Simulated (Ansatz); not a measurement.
Gas-phase reaction in SMILES: CC1CCCC1 -> [CH3] (CH3) + [CH]1CCCC1 (the C-C bond at the site shown breaks; other sites are not compared here)
Each molecule is optimised on its own at B3LYP-D3(BJ)/def2-TZVP (Ansatz, a quantum-chemistry and plane-wave program), one conformer each, not searched for the lowest.
Geometry of the first species:
```
C
H 1 1.0974
C 1 1.5212 2 108.80
H 3 1.0923 1 111.43 2 60.18
H 3 1.0923 4 107.73 1 122.51
H 3 1.0935 4 107.76 5 116.01
C 1 1.5335 2 108.08 3 -125.07
H 7 1.0914 1 112.94 2 49.00
H 7 1.0950 8 107.13 1 -119.62
C 1 1.5335 2 108.08 3 125.07
H 10 1.0914 1 112.94 2 -49.00
H 10 1.0950 11 107.13 1 119.62
C 7 1.5398 8 112.95 9 -121.65
H 13 1.0903 7 111.83 8 89.83
H 13 1.0914 14 106.67 7 120.71
C 10 1.5398 11 112.95 12 121.65
H 16 1.0903 10 111.83 11 -89.83
H 16 1.0914 17 106.67 10 -120.71
```
Charge 0, spin multiplicity 1.

Wanted: bond dissociation energy (electronic energy difference), in kcal/mol. Cores are frozen in the correlated levels unless marked. UHF or UKS for open shells. No spin-orbit coupling. Non-relativistic unless marked X2C. Basis-set limits of correlation are two-point, X^-3; Hartree-Fock from the larger set.

```tsv
level	program	bond dissociation energy (kcal/mol)
HF/STO-3G	Ansatz	87.9
HF/cc-pVDZ	Ansatz	61.8
BLYP/def2-TZVPD	Ansatz	81.1
r2SCAN/def2-TZVPD	Ansatz	82.1
B97M-V/def2-TZVPD	Ansatz	88.9
B3LYP/def2-TZVPD	Ansatz	83.3
PBE0/def2-SVP	Ansatz	90.5
```

Problem. Predict the CCSD(T)/CBS(cc-pVTZ,cc-pVQZ) result (Ansatz).

Solution. 92.9 kcal/mol
